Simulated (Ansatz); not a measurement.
Reaction (formal hydrolysis of the Si–C bond): `C[SiH]1[CH2][SnH2]1` + H₂O → `O[SiH]1[CH2][SnH2]1` + CH₄

Program: Ansatz. Geometries: PBE0-D4/def2-TZVP. ΔE: electronic, gas phase. CCSD(T)/CBS adds triple-zeta CCSD(T) − MP2 to the extrapolated MP2 energy (def2 sets, frozen cores). This one scheme is used for every species. def2 core potentials past Kr. For Sn outer-core shells are correlated without core-valence functions, which leaves a few kJ/mol of doubt a bond. Each species was taken in one conformer, which may not be the lowest.

| species | CCSD(T)/CBS(def2) energy (Eh) |
| --- | --- |
| `C[SiH]1[CH2][SnH2]1` | -583.98881 |
| H₂O | -76.37941 |
| `O[SiH]1[CH2][SnH2]1` | -619.93900 |
| CH₄ | -40.46206 |

(1) Work out ΔE.

Largest T1 diagnostic among the species: 0.014.

Results:

(1) ΔE = (-619.93900) + (-40.46206) − (-583.98881) − (-76.37941) = -0.03284 Eh = -86.2 kJ/mol.

The D4 term adds +4.2 kJ/mol with B3LYP and +2.5 kJ/mol with PBE0; it sums over pairs of atoms, weighted by their polarisabilities, and B3LYP, whose exchange is more repulsive, gets the larger term. In def2-TZVPP, CCSD(T) changes the Hartree–Fock value by +16.4 kJ/mol (the triples alone add +1.5 kJ/mol) and MP2 by +16.5 kJ/mol.

B3LYP here is the variant with VWN-RPA as its local correlation; programs differ in this.
